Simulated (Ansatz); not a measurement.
Cartesian coordinates in Å:
```
N 1.5128 0.4325 -0.7669
Si 1.7306 0.2175 0.9104
S -0.0165 -0.6013 1.8685
Ge -1.5629 0.0662 0.4388
N -1.3030 -0.8970 -1.1218
H 0.8659 -0.1563 -1.2769
H 1.5758 1.3568 -1.1588
H 2.7900 -0.7584 1.2724
H 2.0887 1.5435 1.4789
H -1.4511 1.5499 0.0576
H -2.9058 -0.2246 1.1403
H -1.3869 -1.8954 -0.9765
H -1.9375 -0.6333 -1.8659
```

Total charge 0; spin multiplicity 1.

(1) List the PBE0/def2-TZVPP orbital energies in eV (Ansatz). (Estimate.)

Results:

(1) Computed: Occupied: -10860.50, -2421.89, -1803.00, -1358.71, -1208.54, -1208.52, -1208.51, -391.22, -390.68, -217.26, -171.48, -161.07, -161.01, -160.93, -145.21, -121.31, -121.25, -121.23, -99.91, -99.87, -99.84, -34.16, -34.12, -34.09, -34.03, -34.02, -23.92, -23.63, -19.87, -15.42, -14.38, -13.78, -13.70, -11.42, -11.05, -10.45, -9.82, -9.25, -8.82, -7.86, -7.49, -7.08. Lowest empty: 0.05, 0.40, 0.75, 0.99, 1.46, 1.95, 2.11, 2.40.
